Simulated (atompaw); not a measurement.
# LDA (PW92) PAW (atompaw) dataset for nitrogen, scalar-relativistic all-electron reference.

Input for atompaw 4.2.0.5:

```
N 7
LDA-PW scalarrelativistic loggrid 1500 logderivrange -3 5 201
2 2 0 0 0 0
2 0 1
2 1 4
0 0 0
c
v
v
1
1.60 1.20 1.10 1.35
y
-0.25
n
y
0.05
n
custom rrkj vanderbiltortho sinc
2 0 troulliermartins
1.60
1.60
1.60
1.60
PWSCFOUT
UPFDX 0.0125d0 UPFXMIN -7.d0 UPFZMESH 7.d0
END
```

Command:

```bash
atompaw < N.input > N.log
```

Output (summary file):

```
Completed calculations for N (AE)

 Exchange-correlation type: LDA, Perdew-Wang correlation

 Radial integration grid is logarithmic
 r0 =   1.0695298E-03 h =   7.4867086E-03   n =      1500 rmax =   8.0000000E+01

 Scalar relativistic calculation

 AEatom converged in  29 iterations
   nz     =   7.00
   delta  =       1.359595127576E-17

 All Electron Orbital energies:
  n  l      occupancy      energy
  1  0      2.0000000E+00 -2.8092454E+01
  2  0      1.0000000E+00 -1.3864185E+00
  2  1      4.0000000E+00 -5.6124013E-01

 Total energy
   Total                    :     -107.28562498864819

 ---
 Completed calculations for N (SC)

 Exchange-correlation type: LDA, Perdew-Wang correlation

 Radial integration grid is logarithmic
 r0 =   1.0695298E-03 h =   7.4867086E-03   n =      1500 rmax =   8.0000000E+01

 Scalar relativistic calculation

 SCatom converged in   1 iterations
   nz     =   7.00
   delta  =       4.893019916868E-17

 Valence Electron Orbital energies:
  n  l      occupancy      energy
   2  0      1.0000000E+00 -1.3864185E+00
   2  1      4.0000000E+00 -5.6124013E-01

 Total energy
   Total                    :     -107.28562498749126
   Valence                  :      -25.94987064058821

 PAW parameters:
       lmax =            1
         rc =    1.6053023115713025
        irc =          978
   rc_shape =    1.2075552831176508
    rc_vloc =    1.1037065723929933
    rc_core =    1.3511993370134339
   Vloc: Norm-conserving Troullier-Martins with l= 2;e=   0.0000E+00
   Projector type: RRKJ pseudization + Vanderbilt ortho.
   Sinc^2 compensation charge shape zeroed at   1.2076E+00

 Number of basis functions     4
 No.   n  nodes  l      Energy         Cp coeff         Occ
  1    2    1    0   -0.1386419E+01  0.1794954E+03  0.1000000E+01
  2  999    2    0   -0.2500000E+00  0.1044785E+02  0.0000000E+00
  3    2    0    1   -0.5612401E+00 -0.1898994E+03  0.4000000E+01
  4  999    1    1    0.5000000E-01 -0.2717419E+02  0.0000000E+00

 Eigenvalues of overlap operator (in the basis of projectors):
    1        9.42946536E-02
    2        4.47780787E-01
    3        8.28863857E+01
    4        9.25055929E+03

 Orbital leakage outside PAW augmentation regions
   orb  is_core?  %out_of_sphere
   1 0    T           0.00
   2 0    F          26.88
   2 1    F          35.03

 Summary of PAW energies
   Total valence energy     :    -25.94989347110188
   Smooth energy            :     14.37503846667319
   One center               :    -40.32493193777507
   Smooth kinetic           :      9.95316847847552
   Vloc energy              :     -1.75690357494092
   Smooth exch-corr         :     -3.58454861391866
   One-center xc            :     -8.59969790403501
```

The run took about 1.6 s on one core of a shared server CPU.
